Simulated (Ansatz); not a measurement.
Job for Ansatz (a program for electronic structure): R-RI-MP2/def2-QZVPP on CH3BrSi (SMILES C[Si]Br), a point of a torsion scan. Files ending in .json are basis or fitting sets from the Basis Set Exchange. The run froze 20 orbitals, filled d shells among them.

Ansatz 0.2 input:
```yaml
crystal:
  periodic: [false, false, false]
  atoms:
    - {symbol: C, position_ang: [-0.62955380, -0.00589608, 0.02215308]}
    - {symbol: Si, position_ang: [0.93388943, 1.08933961, -0.15351028]}
    - {symbol: Br, position_ang: [1.65499468, 1.09216825, 2.03344111]}
    - {symbol: H, position_ang: [-0.81749901, -0.35757511, 1.03671940]}
    - {symbol: H, position_ang: [-1.51017135, 0.54481928, -0.30776904]}
    - {symbol: H, position_ang: [-0.54739482, -0.88010590, -0.62332708]}
basis:
  gaussian:
    orbitals: def2-QZVPP.json
    fitting: {mean_field: def2-universal-JKFIT, correlation: def2-QZVPP-RIFIT.json}
magnetization: {spin_polarized: false}
correlation: {method: mp2, electrons: outside_noble_gas}
scf: {lower_state_search: off}
```

The log:

```
WARN ansatz: RAYON_NUM_THREADS=1 ignored (pool sized by the plan → 1); use --threads N
Functional definition: HF
these checks for a lower state are left out or cut short: stability, starts, cluster_reference, orbital_swaps, neighbouring_geometries, increment
integrals: 0.40 GiB planned
523 factors; integrals over basis functions are off by at most 1.6e0 eV
mean field: 0.65 GiB planned
mean field evaluation 1: about -78939.2765 eV, gradient 2.9e1 eV
mean field evaluation 2: about -78941.2374 eV, gradient 1.4e1 eV
mean field evaluation 4: about -78941.7532 eV, gradient 8.7e-1 eV
mean field -78941.75855051 eV, -2901.0561180855 hartree, gradient 2.6e-6 eV, S^2 0.000000; 0 other end points of the search recorded, 0 dependent functions left out
20 core orbitals not correlated
774 factors; their error is unknown
reference -78941.75855051 eV, -2901.0561180855 hartree; 9, 9 occupied and 277, 277 virtual orbitals, 774 factors
second order -12.91471683 eV of doubles, -0.00000000 eV of singles
Total energy: -78954.67326734 eV, -2901.5307251752 hartree
Checks for a lower state left out: stability, starts, cluster_reference, orbital_swaps, neighbouring_geometries, increment
```

Self-consistency was reached.

Cost: very roughly 3 core-seconds.
